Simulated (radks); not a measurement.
Yb54+, 16 electrons, occupied as [Ne] 3s2 3p4.

All-electron calculation, scalar-relativistic Kohn-Sham, PBEsol, spin-polarised, spherical densities, finite nucleus; open shells are filled with parallel spins first (spin-orbit coupling, left out, can overturn this in heavy ions); Fermi nuclear charge, rms radius 5.3108 fm. Program: a radial shooting solver on a logarithmic mesh with Libxc functionals.

Energy parts (eV):
part                      energy
total                 -300390.83
kinetic                333521.34
electron-nucleus      -662411.70
Hartree                 32594.77
exchange-correlation    -4095.23

Orbitals (lengths in bohr, moments of r in powers of bohr; <r^-3> diverges for s and p1/2; r(max) is where P^2 peaks):
orbital  occ.  eigenvalue (eV)      <r>   r(max)       <r^4>  <r^-3>
1s up       1        -65184.91  0.01966  0.01238   7.553e-07       -
1s down     1        -65177.84  0.01966  0.01237   7.552e-07       -
2s up       1        -14207.62  0.08249  0.07025   0.0001100       -
2s down     1        -14202.39  0.08247  0.07025   0.0001098       -
2p up       3        -13009.20  0.07321  0.05719  0.00008311   16320
2p down     3        -13002.03  0.07320  0.05722  0.00008299   16310
3s up       1        -5621.401   0.2001   0.1896    0.003043       -
3s down     1        -5601.936   0.2003   0.1896    0.003055       -
3p up       3        -5262.274   0.1960   0.1846    0.002977    4359
3p down     1        -5242.691   0.1962   0.1846    0.002990    4354

The highest occupied level is 3p down at -5242.7 eV. Spin moment in Bohr magnetons: 2. The electron density at the nucleus is 1.085e+06 e/bohr^3 (large components only). The density falls to 0.001 e/bohr^3 at r = 0.60 bohr. The spin density at the nucleus is -34.44 e/bohr^3 (1s -68.95, 2s 0.02, 3s 34.49). For comparison, the ionisation energy in NIST's Atomic Spectra Database is 5224 eV (theoretical). In exact Kohn-Sham theory the highest level is minus the ionisation energy, but local and semilocal functionals leave it too shallow, through self-interaction and a potential that decays too fast; potentials with the right tail come closer. Summed over all electrons, <r^2> = 0.3251 bohr^2, which gives a Langevin (diamagnetic) susceptibility term of -0.257 x 10^-6 cm^3/mol.
